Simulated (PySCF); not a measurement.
Relaxation of singlet In₂O

Level of theory: PySCF, PBE0, basis O def2-TZVP, In def2-TZVP with ECP28 (scalar-relativistic core potentials, no spin–orbit coupling, density fitting). A (50,194) grid was used.

A hand-made bent start, of C2v symmetry, held to at least that symmetry:

Coordinates in bohr (charge 0 multiplicity 1):
```
O     0.0000    0.0000   -2.0774
In    3.1734    0.0000    0.1446
In   -3.1734    0.0000    0.1446
```

Optimiser trace:
```json
{"step": "0", "E − E(last) (kJ/mol)": "33.40", "largest gradient (Eh/bohr)": "0.01968"}
{"step": "1", "E − E(last) (kJ/mol)": "25.66", "largest gradient (Eh/bohr)": "0.01028"}
{"step": "2", "E − E(last) (kJ/mol)": "12.99", "largest gradient (Eh/bohr)": "0.00788"}
{"step": "3", "E − E(last) (kJ/mol)": "4.51", "largest gradient (Eh/bohr)": "0.00576"}
{"step": "4", "E − E(last) (kJ/mol)": "3.59", "largest gradient (Eh/bohr)": "0.00686"}
{"step": "5", "E − E(last) (kJ/mol)": "2.52", "largest gradient (Eh/bohr)": "0.00566"}
{"step": "6", "E − E(last) (kJ/mol)": "0.93", "largest gradient (Eh/bohr)": "0.00173"}
{"step": "7", "E − E(last) (kJ/mol)": "0.41", "largest gradient (Eh/bohr)": "0.00324"}
{"step": "8", "E − E(last) (kJ/mol)": "0.10", "largest gradient (Eh/bohr)": "0.00041"}
{"step": "9", "E − E(last) (kJ/mol)": "0.03", "largest gradient (Eh/bohr)": "0.00120"}
{"step": "10", "E − E(last) (kJ/mol)": "0.00", "largest gradient (Eh/bohr)": "0.00012"}
{"step": "11", "E − E(last) (kJ/mol)": "0.00", "largest gradient (Eh/bohr)": "0.00003"}
```

It ends at D∞h with O–In 2.000 Å (×2); In–O–In 180.0°. A frequency run shows a minimum. Other isomers or separated fragments may lie lower.

Final geometry:
Z-matrix (Å, degrees; charge 0 multiplicity 1):
```
O
In 1 2.0003
In 1 2.0003 2 180.00
```

The relaxation took 28 s on 4 threads of a shared Arm Neoverse V1 host, with 131 basis functions and 12 gradients; the process peaked at 0.66 GiB.
